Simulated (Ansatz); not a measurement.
Gas-phase electronic energies from Ansatz, PBE0-D4/def2-TZVP geometries. CCSD(T)/CBS adds triple-zeta CCSD(T) − MP2 to the extrapolated MP2 energy (def2 sets, frozen cores). This one scheme is used for every species. Functionals use def2-TZVPP. B3LYP here is the variant with VWN-RPA as its local correlation; programs differ in this. def2 core potentials past Kr. For Ge, Te outer-core shells are correlated without core-valence functions, which leaves a few kJ/mol of doubt a bond. Scalar relativity is left out up to krypton. Each species was taken in one conformer, which may not be the lowest.

Consider the substitution at a C–C bond: `C=C=CCO` + `[GeH3][TeH]` → `OC[Te][GeH3]` + `C=C=C`.

```csv
species,B3LYP-D4 energy (Eh)
`C=C=CCO`,-231.29942
`[GeH3][TeH]`,-2347.58932
`OC[Te][GeH3]`,-2462.17108
`C=C=C`,-116.71485
```

(1) Work out ΔE.

Largest T1 diagnostic among the species: 0.012.

## Answers

(1) ΔE = (-2462.17108) + (-116.71485) − (-231.29942) − (-2347.58932) = 0.00281 Eh = +7.4 kJ/mol. CCSD(T)/CBS gives +7.2 kJ/mol.

From PBE to PBE0 (25 % exact exchange), in def2-TZVPP and without D4, ΔE moves by +6.7 kJ/mol. In def2-TZVPP, CCSD(T) changes the Hartree–Fock value by −15.0 kJ/mol (the triples alone add −3.7 kJ/mol) and MP2 by −18.7 kJ/mol. The D4 term adds −4.6 kJ/mol with B3LYP and −2.4 kJ/mol with PBE0; it sums over pairs of atoms, weighted by their polarisabilities, and B3LYP, whose exchange is more repulsive, gets the larger term.
